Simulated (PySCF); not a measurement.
H₂ClIn, SMILES [Cl][InH2] (PBE0/def2-SVP optimised geometry):

```
4

In    -0.852     0.000     0.000
H     -1.515     1.582     0.000
H     -1.514    -1.582     0.000
Cl     1.515     0.000     0.000
```

Level of theory: PBE0/def2-TZVP, def2 effective core potentials past Kr (PySCF).

What are the frontier orbital energies and the dipole moment?

HOMO-2 -9.20 eV, HOMO-1 -8.68 eV, HOMO -8.20 eV, LUMO -2.00 eV, LUMO+1 -0.76 eV; dipole moment 2.93 D.

On the same geometry PBE/def2-TZVP, def2 effective core potentials past Kr (PySCF) gives HOMO-2 -7.96 eV, HOMO-1 -7.34 eV, HOMO -6.88 eV, LUMO -2.72 eV, LUMO+1 -1.64 eV; dipole moment 2.73 D.
